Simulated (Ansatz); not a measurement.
Consider the substitution at a C–B bond: `CB[SiH2]C` + `[NH2][Hf]([F])([F])[F]` → `C[NH][Hf]([F])([F])[F]` + `B[SiH2]C`.

Calculated with Ansatz (gas phase, PBE0-D4/def2-TZVP geometries, no zero-point term in ΔE). CCSD(T)/CBS is the MP2 limit (def2-TZVPP, def2-QZVPP) plus CCSD(T) − MP2 in def2-TZVPP, frozen cores. DFT in def2-TZVPP. Elements past krypton have def2 core potentials. For Hf outer-core shells are correlated without core-valence functions, which leaves a few kJ/mol of doubt a bond. One conformer a species, not always the lowest.

`CB[SiH2]C`:

```xyz
13

C     1.446   -1.361    0.199
B    -0.088   -1.310    0.428
Si   -1.248    0.307    0.087
C    -0.337    1.808   -0.583
H     1.833   -2.348   -0.068
H     1.863   -0.602   -0.465
H     1.857   -1.154    1.204
H    -0.621   -2.281    0.894
H    -1.951    0.677    1.354
H    -2.318   -0.095   -0.880
H     0.154    1.573   -1.530
H    -1.021    2.642   -0.757
H     0.431    2.143    0.118
```

`[NH2][Hf]([F])([F])[F]`:

```xyz
7

N     0.144   -0.904    0.843
Hf   -0.090    0.573   -0.511
F    -1.951    0.949   -0.695
F     0.920    2.066    0.104
F     0.535   -0.015   -2.218
H     0.814   -0.898    1.601
H    -0.373   -1.771    0.876
```

`C[NH][Hf]([F])([F])[F]`:

Cartesian coordinates in Å:
```
C 0.407 1.171 -0.901
N 0.629 0.267 0.214
Hf -0.596 -1.216 0.800
F -2.307 -0.459 1.199
F 0.211 -2.059 2.309
F -0.841 -2.409 -0.675
H 1.192 1.089 -1.659
H 0.345 2.215 -0.578
H -0.540 0.935 -1.398
H 1.500 0.465 0.689
```

`B[SiH2]C`:

Cartesian coordinates in Å:
```
B -1.694 0.315 0.689
Si 0.243 0.584 0.226
C 1.059 -0.805 -0.734
H -2.335 -0.635 0.342
H -2.263 1.143 1.340
H 0.991 0.827 1.498
H 0.325 1.856 -0.558
H 0.544 -0.973 -1.683
H 2.104 -0.575 -0.952
H 1.028 -1.738 -0.167
```

```json
{"level": "PBE-D4", "ΔE (kcal/mol)": "22.6", "difference from CCSD(T)/CBS": "0.9"}
{"level": "PBE0-D4", "ΔE (kcal/mol)": "22.5", "difference from CCSD(T)/CBS": "0.8"}
{"level": "PBE", "ΔE (kcal/mol)": "22.4", "difference from CCSD(T)/CBS": "0.7"}
{"level": "HF/def2-TZVPP", "ΔE (kcal/mol)": "19.4", "difference from CCSD(T)/CBS": "-2.3"}
{"level": "MP2/def2-TZVPP", "ΔE (kcal/mol)": "21.5", "difference from CCSD(T)/CBS": "-0.2"}
{"level": "SCS-MP2/def2-TZVPP", "ΔE (kcal/mol)": "20.1", "difference from CCSD(T)/CBS": "-1.6"}
{"level": "MP2/def2-QZVPP", "ΔE (kcal/mol)": "22.1", "difference from CCSD(T)/CBS": "0.4"}
{"level": "HF/CBS(def2)", "ΔE (kcal/mol)": "19.4", "difference from CCSD(T)/CBS": "-2.3"}
{"level": "MP2/CBS(def2)", "ΔE (kcal/mol)": "22.5", "difference from CCSD(T)/CBS": "0.8"}
{"level": "CCSD/CBS(def2)", "ΔE (kcal/mol)": "21.6", "difference from CCSD(T)/CBS": "-0.1"}
{"level": "CCSD(T)/CBS", "ΔE (kcal/mol)": "21.7", "difference from CCSD(T)/CBS": "0"}
```

Largest T1 diagnostic among the species: 0.016.

In def2-TZVPP, CCSD(T) changes the Hartree–Fock value by +1.4 kcal/mol (the triples alone add +0.1 kcal/mol) and MP2 by +2.1 kcal/mol.
